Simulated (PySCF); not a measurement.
## How methods differ on the excitation energy of Mg

Mg [Ne] 3s2 (1S) → Mg [Ne] 3s1 3p1, s spin flipped, as a difference of total energies. All numbers are calculated (PySCF 2.14, the spin-free X2C one-electron Hamiltonian (Gaussian nucleus), in aug-cc-pVTZ-DK). Correlated levels: valence: [Ne] frozen. The calculations carry no spin-orbit coupling.

```json
{"method": "UHF", "excitation energy (cm⁻¹)": "25098"}
{"method": "PBE", "excitation energy (cm⁻¹)": "25458"}
{"method": "PBE0", "excitation energy (cm⁻¹)": "25794"}
{"method": "r2SCAN", "excitation energy (cm⁻¹)": "23788"}
{"method": "BP86", "excitation energy (cm⁻¹)": "25198"}
{"method": "PW91", "excitation energy (cm⁻¹)": "25540"}
{"method": "r2SCANh", "excitation energy (cm⁻¹)": "24072"}
{"method": "BLYP", "excitation energy (cm⁻¹)": "26119"}
{"method": "MP2 (valence)", "excitation energy (cm⁻¹)": "26741"}
```

**Question.** Estimate what SCS-MP2 (valence) gives.

**Answer.** 27069 cm⁻¹, closest to MP2 (valence) among the rows shown.

**Question.** Estimate what LDA gives.

**Answer.** 26848 cm⁻¹, closest to MP2 (valence) among the rows shown.

The upper determinant mixes two multiplicities, so it lies between the two terms.
